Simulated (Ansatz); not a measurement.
`N#[C][SnH2][F]` + H₂O → `[OH][SnH2][F]` + `C#N` at 600 K and 1 bar (formal hydrolysis of the Sn–C bond).

Gas-phase electronic energies from Ansatz, PBE0-D4/def2-TZVP geometries. CBS: MP2 limit from def2 TZ/QZ plus the TZ coupled-cluster correction, frozen cores. This one scheme is used for every species. def2 core potentials past Kr. For Sn outer-core shells are correlated without core-valence functions, which leaves a few kJ/mol of doubt a bond. Each species was taken in one conformer, which may not be the lowest.

```json
{"species": "`N#[C][SnH2][F]`", "CCSD(T)/CBS energy (Eh)": "-407.77206", "H − E (kJ/mol)": "108.2", "S (J/(mol·K))": "391.5"}
{"species": "H₂O", "CCSD(T)/CBS energy (Eh)": "-76.37941", "H − E (kJ/mol)": "76.8", "S (J/(mol·K))": "212.8"}
{"species": "`[OH][SnH2][F]`", "CCSD(T)/CBS energy (Eh)": "-390.83308", "H − E (kJ/mol)": "119.0", "S (J/(mol·K))": "371.5"}
{"species": "`C#N`", "CCSD(T)/CBS energy (Eh)": "-93.32098", "H − E (kJ/mol)": "64.3", "S (J/(mol·K))": "228.4"}
```

H − E and S are ideal-gas, rigid-rotor, harmonic terms from PBE0-D4/def2-TZVP, for one conformer and one mirror image of each species. 1 Eh = 2625.50 kJ/mol, R = 8.31446 J/(mol·K).

Problem. By hand: ΔE, ΔH, ΔS and ΔG.

Solution. ΔE = (-390.83308) + (-93.32098) − (-407.77206) − (-76.37941) = -0.00259 Eh = -6.8 kJ/mol. Δ(H − E) = 119.0 + 64.3 − 108.2 − 76.8 = -1.7, so ΔH = -8.5 kJ/mol. ΔS = 371.5 + 228.4 − 391.5 − 212.8 = -4.4 J/(mol·K). ΔG = -8.5 − 600 × (-4.4)/1000 = -5.9 kJ/mol.

Problem. By hand: the equilibrium constant, and the temperature at which ΔG would vanish if ΔH and ΔS stayed fixed.

Solution. log₁₀ K = −ΔG/(RT ln 10) = 0.5. ΔG = 0 at ΔH/ΔS = 1932 K, though so small a ΔH makes that figure unsure.

The number of gas molecules stays the same, so ΔS is small and ΔH decides. The sign of ΔG lies within the doubt. A doubt of 5 kJ/mol in ΔE shifts log₁₀ K by 0.4 here. Other conformers and mirror images would add mixing entropy, several J/(mol·K) or more a flexible species. These are equilibria of isolated gas molecules and say nothing of rates. Largest T1 diagnostic: 0.014 (customary marks: 0.02 for closed shells, 0.045 for open ones).
